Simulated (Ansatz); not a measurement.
C$_{2}$H$_{6}$OSi, SMILES `C=C(O)[SiH3]`. Charge 0, multiplicity 1.

```xyz
10

C     1.5125   -0.1197    0.5490
C     0.4228    0.3874   -0.0246
O     0.4725    1.6522   -0.5436
Si   -1.1669   -0.6005   -0.1302
H     2.4345    0.4491    0.6117
H     1.4962   -1.1171    0.9658
H    -0.3740    1.8944   -0.9253
H    -2.2641    0.1380    0.5544
H    -0.9655   -1.9268    0.4986
H    -1.5680   -0.7570   -1.5559
```

Task: Give the diagnostics of a CCSD(T)/def2-TZVPP run (frozen core, the Gaussian-basis code of Ansatz). (An estimate is asked.)

Result: The calculation gave: T1 = 0.0127, largest single amplitude 0.023, largest double 0.075, (T) share of the correlation energy 3.9 %, 10 CCSD cycles. The RHF solution is stable towards an unrestricted one. T1 lies under the customary mark of 0.02 for closed shells.
